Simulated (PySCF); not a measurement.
Ligand exchange on a metal centre used in film growth or etching (Zn CH3-SH). Gas-phase values, no solvent. One relaxed conformer stands for each flexible species; it need not be the lowest.

The numbers are results of PBE-D3(BJ)/def2-TZVP // TPSS-D3(BJ)/def2-SVP (PySCF 2.14.0), not measurements. All candidates: neutral, multiplicity 1. 

| Item | Result |
|---|---|
| LUMO | -1.90 eV |
| HOMO | -6.30 eV |
| HOMO–LUMO gap | 4.40 eV |

**Question.** Name which member has these values.
A) [Zn(CH3)(SH)]
B) [Zn(CH3)2]
C) [Zn(SH)2]

**Answer.** C, [Zn(SH)2]. The others give [Zn(CH3)(SH)]: -1.12 eV, -5.90 eV, 4.78 eV; [Zn(CH3)2]: -0.54 eV, -6.03 eV, 5.49 eV
